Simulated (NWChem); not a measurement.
Species: SbH2Br; SMILES [Br][SbH2]

Computed with NWChem. Geometry: optimised at PBE0/def2-SVP. def2 effective core potentials on Sb; no spin-orbit coupling. B3LYP is NWChem's, with the RPA form of VWN correlation. Vertical excitations in the gas phase.

Q: Estimate the computed values for B3LYP/def2-SVP, full TDDFT. Quantities: lowest excitation, singlet (eV); oscillator strength of that lowest state; lowest state with f > 0.02, singlet (eV); lowest triplet (eV); orbital gap (eV).

A: 
```json
{
 "lowest excitation, singlet (eV)": "4.21",
 "oscillator_strength_of_that_lowest_state": "0.021",
 "lowest state with f > 0.02, singlet (eV)": "4.21",
 "lowest triplet (eV)": "3.50",
 "orbital gap (eV)": "5.16"
}
```
